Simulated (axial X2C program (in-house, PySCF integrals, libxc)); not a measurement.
What spin–orbit coupling does to PdO⁺

Calculated with an axial X2C code built on PySCF integrals. Spin-free means the one-electron spin-free X2C Hamiltonian; two-component (2c) means X2C with spin–orbit coupling and atomic mean-field two-electron Coulomb and Gaunt terms, so the difference of the two also holds small scalar two-electron terms. Basis: Pd dyall-cv3z [12s12p8d5f3g], O dyall-av3z [7s6p3d2f] (cores contracted in-house); Gaussian nuclei, density fitting, unrestricted open shells. Masses: Pd 105.903 u, O 15.995 u.

Spin-free state: M_S = 3/2, Λ = 0 (beyond evenly filled blocks: σα, π+α, π-α); fragments Pd+ + O.

```tsv
level	Re (Å)	ωe (cm⁻¹)	De (eV)	μ (D)
PBE0	1.775	670.4	2.015	-1.79
MP2	1.946	265.2	1.005	n/a
CCSD	1.797	492.4	1.205	n/a
PW91	1.777	710.2	3.189	-1.83
```

Correlated methods: 15 electrons correlated (number of frozen shells: Pd 4 s, 3 p, 1 d; O 1 s), 289 virtual spin orbitals or spinors in MP2, 90 natural virtuals in coupled cluster.

Dipoles are positive if O is the positive end and refer to the centre of mass.

Two-component determinant lowest at the distance of the search:

Ω = 3/2 (⟨Sz⟩ = 1.48, ⟨Lz⟩ = 0.02 at HF); fragments Pd+ + O.

```csv
level,Re (Å),ωe (cm⁻¹),μ (D)
PBE0,1.775,669.3,-1.81
MP2,1.975,250.7,n/a
CCSD,1.799,470.0,n/a
PW91,1.777,709.9,-1.85
```

(1) From the two tables, how do the constants change at the CCSD level (2c against spin-free)?

The state is one determinant whose occupation by symmetry is held fixed; it was picked as the lowest of a PBE0 search that is not exhaustive. De is counted from the lowest determinant-based energies of the atoms at the same level, without counterpoise correction. De is not given where an atomic determinant may have missed its ground term or J level, or where the truncated virtual space spoils (T). Density functionals use the spin component along the axis (collinear). CCSD ran in a truncated set of natural virtual spinors with an MP2 remainder; without triples it tends to underbind. PBE0 can misorder states that lie within some tenths of an eV, so this need not be the ground state of the molecule. The nearest other spin-free determinant of the search, M_S = 1/2, Λ = 0, lies 0.41 eV up at the distance of the search. The functionals have no current-density term, which raises determinants with orbital currents, atoms included. With several unpaired electrons one determinant need not be a pure state. This is the top spin component of a Σ state; components of lower Ω are not single determinants and can lie lower. The T1 diagnostic is large, a sign of multireference character.

Answers

(1) At the CCSD level Re increases by 0.002 Å and ωe drops by 22.4 cm⁻¹.
